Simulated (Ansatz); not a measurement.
```yaml
crystal:
  periodic: [false, false, false]
  atoms:
    - {symbol: C, position_ang: [1.795486, -1.089206, 1.022977]}
    - {symbol: C, position_ang: [0.814649, -0.495209, 0.464609]}
    - {symbol: Zr, position_ang: [-0.941365, 0.570808, -0.536239]}
    - {symbol: F, position_ang: [-2.198563, -0.783088, -1.261290]}
    - {symbol: F, position_ang: [-0.257280, 1.709534, -2.010879]}
    - {symbol: F, position_ang: [-1.870483, 1.698409, 0.807081]}
    - {symbol: H, position_ang: [2.657556, -1.611259, 1.513741]}
basis:
  gaussian: {orbitals: ANO-RCC-VTZP, fitting: {mean_field: def2-universal-jkfit}}
hamiltonian: {xc: {name: HF}}
correlation: {method: mp2, frozen_orbitals: {C: 9}}
accuracy: high
scf: {lower_state_search: light}
```

```sh
$ ansatz run in.yaml --threads 4 --pin off --events-out ev --progress --plain --max-ram 10444MiB
```

It prints (some lines left out):

```
Functional definition: HF
Error: "frozen_orbitals" has no count for Zr
```

In this input frozen orbitals are typed for one element alone, and the program wants a count for each. The input was rejected before any iteration.
